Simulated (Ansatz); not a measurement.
Ansatz (a first-principles code) input (SVWN5/6-31G*):

Ansatz 0.2 input:
```yaml
crystal:
  periodic: [false, false, false]
  atoms:
    - {symbol: C, position_ang: [-0.39279800, 0.73414600, 0.86074700]}
    - {symbol: F, position_ang: [-0.84589900, 1.81629200, 0.23090200]}
    - {symbol: Br, position_ang: [0.27968100, -0.62004100, -0.25708200]}
    - {symbol: H, position_ang: [0.18103500, 0.94991400, 1.75526800]}
basis:
  gaussian:
    orbitals: 6-31G*
hamiltonian:
  xc: {name: SVWN5}
magnetization: {spin_polarized: true, initial_magnetization: 1}
output: {forces: true}
```

Output:

```
Functional definition: SVWN5
integrals: 0.02 GiB planned
689 factors; their error is unknown
mean field: 0.16 GiB planned
mean field evaluation 1: about -73681.3181 eV, gradient 1.9e1 eV
mean field evaluation 2: about -73678.8365 eV, gradient 2.8e1 eV
mean field evaluation 4: about -73682.8122 eV, gradient 1.2e0 eV
mean field evaluation 8: about -73682.7879 eV, gradient 1.3e-1 eV
mean field -73682.78798004 eV, -2707.7925142791 hartree, gradient 5.8e-5 eV, S^2 0.751691; 0 other end points of the search recorded, 0 dependent functions left out
the calculation of the forces begins
reference -73682.78799858 eV, -2707.7925149605 hartree; 26, 25 occupied and 41, 42 virtual orbitals, 689 factors
Total energy: -73682.78799858 eV, -2707.7925149605 hartree
Atom 0 at    -0.392798     0.734146     0.860747 Å, force    -0.432699     0.200841    -0.771847 eV/Å
Atom 1 at    -0.845899     1.816292     0.230902 Å, force     0.188549    -0.462066     0.194679 eV/Å
Atom 2 at     0.279681    -0.620041    -0.257082 Å, force    -0.078242     0.205679     0.142935 eV/Å
Atom 3 at     0.181035     0.949914     1.755268 Å, force     0.322392     0.055546     0.434232 eV/Å
Dipole moment:     0.118682     0.048770     0.183869 e Å
```

The geometry given is a B3LYP-D3(BJ)/def2-TZVP minimum.
